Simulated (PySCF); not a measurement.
Frontier levels across methods

C₃H₁₂SSi₂.
Structure used (PBE0-D3(BJ)/def2-SVP), in Å, numbered top down from 1:
```xyz
18
C3H12SSi2 angstrom
C     -3.273    0.290    0.019
C     -1.902    0.690   -0.506
C     -0.755   -0.025    0.208
Si     0.949    0.460   -0.410
S      2.385   -0.675    0.735
Si     4.197    0.097   -0.121
H     -3.370    0.522    1.092
H     -4.079    0.818   -0.512
H     -3.444   -0.792   -0.100
H     -1.776    1.782   -0.405
H     -1.849    0.483   -1.589
H     -0.786    0.179    1.293
H     -0.854   -1.120    0.102
H      1.110    0.157   -1.867
H      1.197    1.924   -0.222
H      4.303    1.574    0.083
H      5.318   -0.591    0.579
H      4.265   -0.185   -1.586
```

Basis pcSseg-1 throughout (PySCF), one geometry. The structure is a single PBE0-D3(BJ)/def2-SVP conformer in the gas phase; no vibrational or solvent corrections.

Problem. How do the orbital energies, the gap and the dipole change with the method?

Solution. 
```
   method                    kind  HOMO (eV)  LUMO (eV)  gap (eV)  μ (D)  SCF cycles
     BLYP                     GGA      -5.96      -0.63      5.33   1.35          14
    B97-D                     GGA      -6.12      -0.65      5.47   1.40          14
      PBE                     GGA      -6.15      -0.83      5.32   1.41          13
     OPBE                     GGA      -6.17      -0.60      5.57   1.47          14
      KT2                     GGA      -6.22      -0.98      5.24   1.40          14
      LDA                     LDA      -6.22      -1.13      5.10   1.43          13
      KT3                     GGA      -6.23      -0.77      5.46   1.38          14
     BP86                     GGA      -6.25      -0.91      5.35   1.42          13
    B3LYP           global hybrid      -7.09      -0.15      6.94   1.39          12
    B97-2           global hybrid      -7.12       0.04      7.15   1.45          12
     PBE0           global hybrid      -7.35       0.00      7.35   1.45          12
 mPW1PW91           global hybrid      -7.38       0.02      7.40   1.46          12
BHandHLYP           global hybrid      -8.39       0.95      9.34   1.44          11
CAM-B3LYP  range-separated hybrid      -8.61       1.07      9.68   1.41          12
  wB97X-D  range-separated hybrid      -9.19       1.72     10.92   1.49          12
  LC-wPBE  range-separated hybrid     -10.02       2.16     12.18   1.51          12
       HF            Hartree–Fock     -10.10       3.26     13.36   1.53          10
```

The HOMO spans 4.14 eV, from BLYP down to HF, and the gap runs from 5.10 eV (LDA) to 13.36 eV (HF). Over the methods BLYP (0 %), B97-D (0 %), PBE (0 %), OPBE (0 %), KT2 (0 %), LDA (0 %), KT3 (0 %), BP86 (0 %), B3LYP (20 %), B97-2 (21 %), PBE0 (25 %), mPW1PW91 (25 %), BHandHLYP (50 %), HF (100 %), a straight line through the gap against the share of exact exchange rises by 0.80 eV for each 10 % (correlation coefficient 0.999). The dipole ranges from 1.35 D (BLYP) to 1.53 D (HF). This basis has no diffuse functions.
